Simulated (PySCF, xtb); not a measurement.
C4H9NSi, SMILES C(C[SiH2]N)C#C.

GFN2-xTB run with xtb 6.7.1 at its own geometry gives an orbital gap of 5.66 eV and a dipole moment of 1.23 D.

Coordinates come from a B3LYP-D3(BJ)/def2-SVP optimisation. This is a generated structure with no PubChem entry under its InChIKey; it may be hypothetical. One conformer was computed; it need not be the lowest.

Task: What does PBE0/def2-TZVP (PySCF) give? (An estimate is asked for; the answer gives what the named calculation found.)

Result: gap 7.61 eV (levels -7.19 and 0.42 eV), dipole 1.53 D.
